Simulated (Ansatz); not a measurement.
Consider the cleavage of the B–Sb bond: `Cl[BH][SbH2]` + HCl → `ClBCl` + stibine.

Calculated with Ansatz (gas phase, PBE0-D4/def2-TZVP geometries, no zero-point term in ΔE). CBS: MP2 limit from def2 TZ/QZ plus the TZ coupled-cluster correction, frozen cores. This one scheme is used for every species. DFT in def2-TZVPP. HSE06 is defined as in plane-wave codes. Elements past krypton have def2 core potentials. For Sb outer-core shells are correlated without core-valence functions, which leaves a few kJ/mol of doubt a bond.

`Cl[BH][SbH2]`:

```xyz
6

Cl   -0.391   -2.097    0.924
B     0.165   -0.453    0.841
Sb   -0.756    1.020   -0.556
H     0.989   -0.123    1.638
H     0.750    1.703   -0.967
H    -0.757   -0.049   -1.881
```

HCl:

```xyz
2

Cl    0.190    0.536   -0.292
H    -0.190   -0.536    0.292
```

`ClBCl`:

```xyz
4

Cl    1.453    0.240    0.793
B    -0.082    0.104   -0.002
Cl   -0.552   -1.377   -0.772
H    -0.819    1.034   -0.019
```

`[SbH3]`:

Cartesian coordinates in Å:
```
Sb -0.112 0.103 -0.705
H -1.173 0.632 0.524
H 1.242 0.696 0.151
H 0.043 -1.430 0.030
```

CCSD(T)/CBS gives -0.82 eV.

**Question.** Another level gave -0.93 eV. Which?
A. r2SCAN-D4/def2-TZVPP
B. HF/def2-TZVPP
C. HSE06-D4/def2-TZVPP
D. B97M-V/def2-TZVPP

**Answer.** A. r2SCAN-D4 -0.93, HSE06-D4 -0.88, B97M-V -1.03, HF/def2-TZVPP -0.97 eV.

**Question.** What do rigid-rotor, harmonic-oscillator terms from PBE0-D4/def2-TZVP frequencies (298.15 K, 1 bar) make of the CCSD(T)/CBS value? (An estimate is asked.)

**Answer.** Computed: ΔZPE = +0.01 eV, ΔH = -0.83 eV, ΔS = -3 J/(mol·K), ΔG = -0.82 eV.

Largest T1 diagnostic among the species: 0.015.

At CCSD(T), def2-SVP lies −0.24 eV from the extrapolated value and def2-TZVPP −0.05 eV. The D4 term adds +0.04 eV with B3LYP and +0.02 eV with PBE0; it sums over pairs of atoms, weighted by their polarisabilities, and B3LYP, whose exchange is more repulsive, gets the larger term.

B3LYP here is the variant with VWN-RPA as its local correlation; programs differ in this.
